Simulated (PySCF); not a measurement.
# TeBr₂, singlet: structure and spectrum

Computed with PySCF, PBE0, basis Te def2-TZVP with ECP28, Br def2-TZVP (scalar-relativistic core potentials, no spin–orbit coupling, density fitting).

The structure is a minimum.

```xyz
3
charge 0 multiplicity 1, angstrom
Te    0.0000    0.0000   -0.8700
Br    1.9043    0.0000    0.7161
Br   -1.9043    0.0000    0.7161
```

```
Point group                                                                   : C2v
Bond lengths                                                                  : Te–Br 2.478 Å (×2)
Bond angles                                                                   : Br–Te–Br 100.4°
Heat capacity Cp at 298.15 K                                                  : 56.0 J/(mol K)
Entropy at 298.15 K and 1 bar                                                 : 327.3 J/(mol K)
Lowest empty level                                                            : -2.91 eV
Principal polarisabilities                                                    : 49.8, 72.3, 103.2 bohr³
Enthalpy at 298.15 K above 0 K                                                : 14.38 kJ/mol
Atomisation energy without zero-point energy                                  : 478 kJ/mol
Highest occupied level                                                        : -6.54 eV
Principal quadrupole moments (Buckingham, traceless) about the centre of mass : -4.80, -0.04, 4.84 D Å
Rotational symmetry number                                                    : 2
Zero-point energy                                                             : 3.7 kJ/mol
Rotational constants                                                          : 0.09404, 0.02945, 0.02243 cm⁻¹
Dipole moment                                                                 : 1.48 D
```

Harmonic modes (masses in u: Te 129.906, Br 78.918):
```tsv
symmetry	ω (cm⁻¹)	IR (km/mol)	μ (u)	type
a1	85	0.2	85.51	bend
b2	260	28.1	94.39	stretch
a1	266	5.3	91.58	stretch
```

In C2v the vibrations span 2a1 + b2. Here b1 is antisymmetric to the molecular plane and b2 lies in it.

Charges (e):
```json
{"atom": "Te1", "Mulliken": "0.38", "Löwdin": "0.12", "polar tensor": "0.69", "Mayer order to Te1": "–"}
{"atom": "Br2,3", "Mulliken": "-0.19", "Löwdin": "-0.06", "polar tensor": "-0.34", "Mayer order to Te1": "1.10"}
```

Mulliken populations on Te1 (electrons outside its core potential): s 3.91, p 9.49, d 10.18, f 0.04.

Counting electrons, tellurium keeps 4 of its valence electrons outside its bonds, so the VSEPR class is AX2E2 and the expected shape is bent (C2v), as computed.

The final relaxation and frequency run took of the order of 2.4 core-minutes on a shared host.
